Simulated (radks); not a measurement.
Isoelectronic series with 6 electrons, each ion in its NIST ground configuration. Calculated with a radial shooting solver on a logarithmic mesh with Libxc functionals: scalar-relativistic Kohn-Sham, PBE, spin-polarised, spherical densities, finite nucleus; open shells are filled with parallel spins first; Fermi nuclear charge, rms radius of each element as measured or else 0.836 A^(1/3) + 0.57 fm. Total energies (hartree) and orbital eigenvalues (hartree) (* marks an orbital that is empty in some or all of the ions):

C: configuration [He] 2s2 2p2; E (hartree) -37.81029; 2p down* -0.13259; 2p up -0.22400; 2s down -0.43666; 2s up -0.53807; 1s down -10.00812
N+: configuration [He] 2s2 2p2; E (hartree) -54.02007; 2p down* -0.67563; 2p up -0.80966; 2s down -1.10491; 2s up -1.24310; 1s down -14.71503
O2+: configuration [He] 2s2 2p2; E (hartree) -73.25078; 2p down* -1.48129; 2p up -1.65684; 2s down -2.03661; 2s up -2.20973; 1s down -20.44104
F3+: configuration [He] 2s2 2p2; E (hartree) -95.50021; 2p down* -2.54285; 2p up -2.75963; 2s down -3.22486; 2s up -3.43210; 1s down -27.17892
Ne4+: configuration [He] 2s2 2p2; E (hartree) -120.76959; 2p down* -3.85800; 2p up -4.11588; 2s down -4.66745; 2s up -4.90835; 1s down -34.92658
Mg6+: configuration [He] 2s2 2p2; E (hartree) -180.38052; 2p down* -7.24535; 2p up -7.58531; 2s down -8.31281; 2s up -8.62034; 1s down -53.45091
Al7+: configuration [He] 2s2 2p2; E (hartree) -214.73051; 2p down* -9.31683; 2p up -9.69781; 2s down -10.51543; 2s up -10.85608; 1s down -64.22920
Si8+: configuration [He] 2s2 2p2; E (hartree) -252.11698; 2p down* -11.64004; 2p up -12.06204; 2s down -12.97162; 2s up -13.34534; 1s down -76.02007
P9+: configuration [He] 2s2 2p2; E (hartree) -292.54578; 2p down* -14.21503; 2p up -14.67805; 2s down -15.68181; 2s up -16.08856; 1s down -88.82525
S10+: configuration [He] 2s2 2p2; E (hartree) -336.02331; 2p down* -17.04192; 2p up -17.54599; 2s down -18.64651; 2s up -19.08627; 1s down -102.6467
Cl11+: configuration [He] 2s2 2p2; E (hartree) -382.55652; 2p down* -20.12090; 2p up -20.66602; 2s down -21.86630; 2s up -22.33909; 1s down -117.4867
Ar12+: configuration [He] 2s2 2p2; E (hartree) -432.15292; 2p down* -23.45220; 2p up -24.03839; 2s down -25.34188; 2s up -25.84771; 1s down -133.3477
K13+: configuration [He] 2s2 2p2; E (hartree) -484.82055; 2p down* -27.03609; 2p up -27.66336; 2s down -29.07399; 2s up -29.61289; 1s down -150.2323
Ca14+: configuration [He] 2s2 2p2; E (hartree) -540.56795; 2p down* -30.87286; 2p up -31.54124; 2s down -33.06345; 2s up -33.63545; 1s down -168.1432
Sc15+: configuration [He] 2s2 2p2; E (hartree) -599.40421; 2p down* -34.96286; 2p up -35.67238; 2s down -37.31112; 2s up -37.91628; 1s down -187.0836
Ti16+: configuration [He] 2s2 2p2; E (hartree) -661.33900; 2p down* -39.30646; 2p up -40.05713; 2s down -41.81795; 2s up -42.45632; 1s down -207.0567
V17+: configuration [He] 2s2 2p2; E (hartree) -726.38254; 2p down* -43.90403; 2p up -44.69589; 2s down -46.58496; 2s up -47.25659; 1s down -228.0658
